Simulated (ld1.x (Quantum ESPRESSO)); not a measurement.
## u(r) = r·R(r): atom against pseudo-atom (lithium (Li))

Columns: radius, all-electron u(r) and pseudo u(r) of the 2p shell (level -1.13 eV) of lithium in the configuration 1s2 2s1 2p0; LDA (PZ), non-relativistic, TM scheme, ld1.x (Quantum ESPRESSO) 7.5.

```json
{"r (bohr)": "0.210", "all-electron": "0.0157", "pseudo": "0.0065"}
{"r (bohr)": "0.420", "all-electron": "0.0490", "pseudo": "0.0254"}
{"r (bohr)": "0.630", "all-electron": "0.0887", "pseudo": "0.0552"}
{"r (bohr)": "0.840", "all-electron": "0.1297", "pseudo": "0.0937"}
{"r (bohr)": "1.050", "all-electron": "0.1696", "pseudo": "0.1378"}
{"r (bohr)": "1.260", "all-electron": "0.2074", "pseudo": "0.1844"}
{"r (bohr)": "1.470", "all-electron": "0.2425", "pseudo": "0.2302"}
{"r (bohr)": "1.680", "all-electron": "0.2749", "pseudo": "0.2727"}
{"r (bohr)": "1.890", "all-electron": "0.3044", "pseudo": "0.3099"}
{"r (bohr)": "2.100", "all-electron": "0.3309", "pseudo": "0.3409"}
{"r (bohr)": "2.310", "all-electron": "0.3543", "pseudo": "0.3657"}
{"r (bohr)": "2.520", "all-electron": "0.3744", "pseudo": "0.3848"}
{"r (bohr)": "2.730", "all-electron": "0.3912", "pseudo": "0.3993"}
{"r (bohr)": "2.940", "all-electron": "0.4048", "pseudo": "0.4101"}
{"r (bohr)": "3.150", "all-electron": "0.4154", "pseudo": "0.4183"}
{"r (bohr)": "3.360", "all-electron": "0.4230", "pseudo": "0.4242"}
{"r (bohr)": "3.570", "all-electron": "0.4279", "pseudo": "0.4283"}
{"r (bohr)": "3.780", "all-electron": "0.4303", "pseudo": "0.4303"}
{"r (bohr)": "3.990", "all-electron": "0.4304", "pseudo": "0.4304"}
{"r (bohr)": "4.200", "all-electron": "0.4283", "pseudo": "0.4283"}
{"r (bohr)": "4.410", "all-electron": "0.4245", "pseudo": "0.4245"}
{"r (bohr)": "4.620", "all-electron": "0.4190", "pseudo": "0.4190"}
{"r (bohr)": "4.830", "all-electron": "0.4120", "pseudo": "0.4120"}
{"r (bohr)": "5.040", "all-electron": "0.4038", "pseudo": "0.4038"}
{"r (bohr)": "5.250", "all-electron": "0.3946", "pseudo": "0.3946"}
{"r (bohr)": "5.460", "all-electron": "0.3845", "pseudo": "0.3845"}
```

Task: How many radial nodes do the two functions have?

Result: The all-electron 2p function has n − l − 1 = 0; the pseudo-wave has 0.

Task: At about which radius was the pseudo-wave matched?

Result: 4.20 bohr. The columns agree to 0.0005 from 3.57 bohr on; several derivatives are matched, so the curves merge somewhat inside the radius.

Task: Is the pseudo-wave norm-conserving?

Result: Yes: the TM scheme keeps the norm inside the radius equal to the all-electron one, which fixes the energy derivative of the logarithmic derivative at the level.
